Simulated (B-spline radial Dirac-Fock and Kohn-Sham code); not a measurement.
**K-line shifts caused by a second vacancy in Ir²⁺**

System: the Ir²⁺ ion, 1s2 2s2 2p6 3s2 3p6 3d10 4s2 4p6 4d10 4f14 5s2 5p6 5d7, inside a Watson sphere of charge -2 and radius 2 Å (a model of the Madelung potential; inside it an electron's potential energy is raised by 14.4 eV).

Input of the calculation (task.json; shells as n, l, electrons):

```json
{"items": [{
  "Z": 77,
  "q": 2,
  "cfg": [[1, 0, 2], [2, 0, 2], [2, 1, 6], [3, 0, 2], [3, 1, 6], [3, 2, 10], [4, 0, 2], [4, 1, 6], [4, 2, 10], [4, 3, 14], [5, 0, 2], [5, 1, 6], [5, 2, 7]],
  "A": 193,
  "rrms": 5.4032,
  "watson": [-2, 2.0],
  "do": ["binding", "quiet", "double"]
}]}
```

Command: `python xray_run.py task.json out`

Model: relaxed Dirac-Fock hole states (ΔSCF) with Breit and QED corrections and a finite nucleus. Program: a radial B-spline solver. Each two-hole energy is an average over J within one jj subconfiguration, not an observable level; in light atoms, where LS coupling holds, the j-resolved values are not observed lines, and for a K spectator the Kα1 hypersatellite is nearly forbidden. The model has no electron correlation.

Lines without a spectator: Kα2 (K-L2) 63282.6 eV, Kα1 (K-L3) 64891.7 eV, Kβ3 (K-M2) 73194.4 eV, Kβ1 (K-M3) 73550.8 eV. Shifts in eV with one spectator hole (a dash: not computed, or left out as unreliable):

```csv
spectator hole,Kα2,Kα1,Kβ3,Kβ1
K (1s),+1042.5,+1128.7,+1351.7,+1371.9
L2 (2p1/2),+135.1,+184.1,–,+344.6
L3 (2p3/2),+97.9,+109.1,+252.6,–
M2 (3p1/2),–,+29.54,+55.5,+65.9
M3 (3p3/2),+15.31,–,+45.8,+46.6
M5 (3d5/2),-0.52,+3.77,–,–
```
